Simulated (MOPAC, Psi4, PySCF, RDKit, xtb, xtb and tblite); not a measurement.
Internal rotation in SMILES CS[SiH2][Si](C)(C)C (C₄H₁₄SSi₂). Scanned: dihedral C1–S2–Si3–Si4; all other coordinates were relaxed at GFN2-xTB. Points at φ and −φ are mirror images.

Geometry of the scan point at 80° (Å):
```
21

C     -4.0035     0.6234     0.0826
S     -2.3232     1.1346    -0.3900
Si    -1.1916    -0.5494     0.3611
Si    -1.2734    -2.3828    -1.0827
C     -0.2421    -3.7971    -0.3212
C     -0.5436    -1.9337    -2.7916
C     -3.0581    -3.0268    -1.3543
H     -4.2727    -0.2908    -0.4370
H     -4.0501     0.4773     1.1574
H     -4.6715     1.4263    -0.2107
H     -1.7420    -0.7582     1.7062
H      0.1208     0.0674     0.5318
H     -0.2204    -4.6666    -0.9713
H     -0.6462    -4.1148     0.6352
H      0.7854    -3.4884    -0.1545
H     -0.6075    -2.7645    -3.4895
H      0.5030    -1.6542    -2.7097
H     -1.0703    -1.0923    -3.2332
H     -3.0624    -3.9475    -1.9318
H     -3.6621    -2.3038    -1.8963
H     -3.5574    -3.2331    -0.4111
```

Methods: GFN2-xTB (xtb and tblite); MMFF94 // GFN2-xTB (RDKit); B3LYP/def2-SVP // GFN2-xTB (Psi4); B3LYP-D3(BJ)/def2-SVP // GFN2-xTB (Psi4); PBE/def2-SVP // GFN2-xTB (Psi4); PBE-D3(BJ)/def2-SVP // GFN2-xTB (Psi4); UFF // GFN2-xTB (RDKit); PM3, restricted, heats of formation // GFN2-xTB (MOPAC); PM6, restricted, heats of formation // GFN2-xTB (MOPAC); GFN1-xTB // GFN2-xTB (xtb); RKS-B3LYP/6-31G* = restricted B3LYP/6-31G*, spherical d, density fitting // GFN2-xTB (PySCF 2.14.0); RKS-B3LYP/6-311+G** = restricted B3LYP/6-311+G**, spherical d, density fitting // GFN2-xTB (PySCF); RKS-B3LYP/LANL2DZ = restricted B3LYP/LANL2DZ, with its core potentials past Ne // GFN2-xTB (PySCF 2.14.0); RHF/LANL2DZ = restricted Hartree-Fock/LANL2DZ, with its core potentials past Ne // GFN2-xTB (PySCF).

Least-squares fit of E(φ) = a0 + Σ (a_n cos nφ + b_n sin nφ), n = 1 to 4, to the 18 scan points, in kJ/mol above the lowest point of each profile (levels whose profile four harmonics don't fit are not listed):

| method | a0 | a1 | b1 | a2 | b2 | a3 | b3 | a4 | b4 | rms of fit |
|---|---|---|---|---|---|---|---|---|---|---|
| GFN2-xTB | 3.74 | 1.35 | 0.00 | 0.10 | 0.00 | 2.67 | 0.00 | 0.15 | 0.00 | 0.11 |
| MMFF94 | 6.61 | 7.55 | 0.00 | 2.10 | 0.00 | 1.13 | 0.00 | -0.03 | 0.00 | 0.28 |
| B3LYP/def2-SVP | 5.41 | 3.86 | 0.00 | 1.38 | 0.00 | 2.95 | 0.00 | -0.24 | 0.00 | 0.25 |
| B3LYP-D3(BJ)/def2-SVP | 3.72 | 1.35 | 0.00 | 0.89 | 0.00 | 3.38 | 0.00 | -0.11 | 0.00 | 0.30 |
| PBE/def2-SVP | 4.86 | 3.03 | 0.00 | 1.29 | 0.00 | 3.18 | 0.00 | -0.24 | 0.00 | 0.28 |
| PBE-D3(BJ)/def2-SVP | 3.66 | 1.37 | 0.00 | 1.03 | 0.00 | 3.42 | 0.00 | -0.17 | 0.00 | 0.30 |
| UFF | 6.79 | 4.66 | 0.00 | 2.45 | 0.00 | 4.62 | 0.00 | 0.18 | 0.00 | 0.47 |
| PM3 | 2.40 | -2.64 | 0.00 | 0.62 | 0.00 | 0.80 | 0.00 | -0.15 | 0.00 | 0.24 |
| PM6 | 2.88 | 1.37 | 0.00 | -0.81 | 0.00 | 0.77 | 0.00 | -0.01 | 0.00 | 0.15 |
| GFN1-xTB | 2.89 | -1.45 | 0.00 | -1.81 | 0.00 | 2.49 | 0.00 | 0.14 | 0.00 | 0.18 |
| RKS-B3LYP/6-31G* | 5.15 | 3.24 | 0.00 | 0.90 | 0.00 | 2.92 | 0.00 | -0.15 | 0.00 | 0.27 |
| RKS-B3LYP/6-311+G** | 5.37 | 3.68 | 0.00 | 1.19 | 0.00 | 2.96 | 0.00 | -0.15 | 0.00 | 0.27 |
| RKS-B3LYP/LANL2DZ | 3.14 | 2.67 | 0.00 | 1.10 | 0.00 | 1.52 | 0.00 | -0.21 | 0.00 | 0.25 |
| RHF/LANL2DZ | 5.82 | 5.31 | 0.00 | 0.86 | 0.00 | 1.24 | 0.00 | -0.20 | 0.00 | 0.27 |

MMFF94 has few fitted parameters for silicon.
